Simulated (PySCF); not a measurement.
A structure optimised at B3LYP-D3(BJ)/def2-TZVPD, used in a PySCF frequency run:

```
B
H 1 1.2374
H 1 1.2374 2 109.47
H 1 1.2374 2 109.47 3 -120.00
H 1 1.2374 2 109.47 3 120.00
```
Charge -1, spin multiplicity 1.

Q: Write its SMILES, formula and point group.

A: [BH4-], BH4, Td

Q: What are its rotational constants (standard atomic weights)?

A: 122.80, 122.80, 122.80 GHz
